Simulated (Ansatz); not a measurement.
Reactions of C2H8ClNSi2 (`C=CN([SiH3])[SiH2]Cl`).

Gas-phase electronic energies from Ansatz, PBE0-D4/def2-TZVP geometries. CCSD(T)/CBS is the MP2 limit (def2-TZVPP, def2-QZVPP) plus CCSD(T) − MP2 in def2-TZVPP, frozen cores. This one scheme is used for every species. Functionals use def2-TZVPP. B3LYP here is the variant with VWN-RPA as its local correlation; programs differ in this. def2 core potentials past Kr. For Sn, Te outer-core shells are correlated without core-valence functions, which leaves a few kJ/mol of doubt a bond. Each species was taken in one conformer, which may not be the lowest.

```
                                                                             reaction  B3LYP-D4 (kJ/mol)  CCSD/CBS(def2) (kJ/mol)  CCSD(T)/CBS(def2) (kJ/mol)
   `C=CN([SiH3])[SiH2]Cl` + `[OH][SnH2][Cl]` → `[SiH3][O][SnH2][Cl]` + `C=CN[SiH2]Cl`                -68                      -70                         -66
    `C=CN([SiH3])[SiH2]Cl` + `O[SiH2][SiH3]` → `[SiH3]O[SiH2][SiH3]` + `C=CN[SiH2]Cl`                -73                      -71                         -67
`C=CN([SiH3])[SiH2]Cl` + `[CH3][AlH][TeH]` → `[SiH3][CH2][AlH][TeH]` + `C=CN[SiH2]Cl`                 26                       26                          26
                    `C=CN([SiH3])[SiH2]Cl` + `N=CS` → `[SiH3]/N=C\S` + `C=CN[SiH2]Cl`                 -8                        1                           1
```

Largest T1 diagnostic: 0.015, for `[SiH3]/N=C\S`.
